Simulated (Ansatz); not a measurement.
`[OH][Al]([F])[TeH]` + `ClC=[Se]` → `[Se]=C[TeH]` + `[OH][Al]([F])[Cl]`  (redistribution)

Computed with Ansatz on PBE0-D4/def2-TZVP structures; ΔE is electronic, products minus reactants. CCSD(T)/CBS is the MP2 limit (def2-TZVPP, def2-QZVPP) plus CCSD(T) − MP2 in def2-TZVPP, frozen cores. This one scheme is used for every species. Functionals use def2-TZVPP. Elements past krypton have def2 core potentials. For Se, Te outer-core shells are correlated without core-valence functions, which leaves a few kJ/mol of doubt a bond. Scalar relativity is left out up to krypton. Each species was taken in one conformer, which may not be the lowest.

Q: Is it downhill or uphill in electronic energy at CCSD(T)/CBS, and by how much? (An estimate is asked.)

A: The calculation gave: Downhill: ΔE = -82.9 kJ/mol.

Q: What do these levels give: PBE-D4, BLYP-D4, ωB97M-V, B2PLYP, PBE, PBE0, BHLYP, MP2/def2-SVP, SCS-MP2/def2-TZVPP, CCSD/def2-TZVPP, CCSD(T)/def2-TZVPP, MP2/CBS(def2)? (Best estimate.)

A: The calculation gave: PBE-D4 -73.0, BLYP-D4 -83.5, ωB97M-V -77.2, B2PLYP -83.8, PBE -71.9, PBE0 -73.3, BHLYP -82.9, MP2/def2-SVP -78.8, SCS-MP2/def2-TZVPP -85.0, CCSD/def2-TZVPP -83.4, CCSD(T)/def2-TZVPP -82.9, MP2/CBS(def2) -85.3 kJ/mol.

Largest T1 diagnostic among the species: 0.015.

At CCSD(T), def2-SVP lies +8.0 kJ/mol from the extrapolated value and def2-TZVPP −0.1 kJ/mol. Leaving LDA and LC-ωPBE aside and taking each functional with its dispersion term where it has one, the values, not all of them listed here, spread over 18.5 kJ/mol, from B97M-V to PBE-D4. LDA lies +4.4 kJ/mol from PBE without D4.
